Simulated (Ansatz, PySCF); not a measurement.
Spin states of I2Zr (SMILES [I][Zr][I]), each relaxed with B3LYP-D3(BJ)/def2-TZVP.
State 1 (charge 0, multiplicity 3):
```xyz
3

Zr     0.346     0.127     0.061
I     -0.428     2.016    -1.758
I      0.049    -2.095     1.627
```
State 2 (charge 0, multiplicity 1):
```xyz
3

Zr     0.53611     0.18621     0.10576
I     -0.51210     1.87675    -1.69142
I     -0.05708    -2.01559     1.51535
```

Singlets are restricted, other states unrestricted; no spin–orbit coupling, no relativity up to Kr; see below for the cores. The largest T1 diagnostic is 0.020.

Correlated levels freeze the inner cores; with def2 sets outer-core shells near the valence are correlated too.

Programs: Ansatz (Gaussian basis) for Hartree–Fock, density functionals and correlated methods; PySCF for the dispersion terms.  In def2 rows elements past Kr take small-core potentials, without spin–orbit coupling.

| level | energy of the multiplicity-1 state less that of the multiplicity-3 state (eV) |
|---|---|
| PBE/def2-TZVPP | 0.603 |
| PBE-D3(BJ)/def2-TZVPP | 0.599 |
| BLYP/def2-TZVPP | 0.499 |
| B97M-V/def2-TZVPP | 0.853 |
| PBE0-D4/def2-TZVPP | 0.775 |
| CAM-B3LYP/def2-TZVPP | 0.645 |
| B2PLYP-D4/def2-TZVPP | 0.532 |
| CCSD/def2-SVP | (withheld) |
| CCSD(T)/def2-SVP | (withheld) |

### Question
Complete the blanks.

### Answer

- CCSD/def2-SVP, energy of the multiplicity-1 state less that of the multiplicity-3 state (eV): 0.471
- CCSD(T)/def2-SVP, energy of the multiplicity-1 state less that of the multiplicity-3 state (eV): 0.254

Doubts at one or more of the structures used: a restricted determinant that unrestricted orbitals would lower (B2PLYP-D4/def2-TZVPP, CCSD/def2-SVP, CCSD(T)/def2-SVP).

Ansatz is an electronic-structure program.
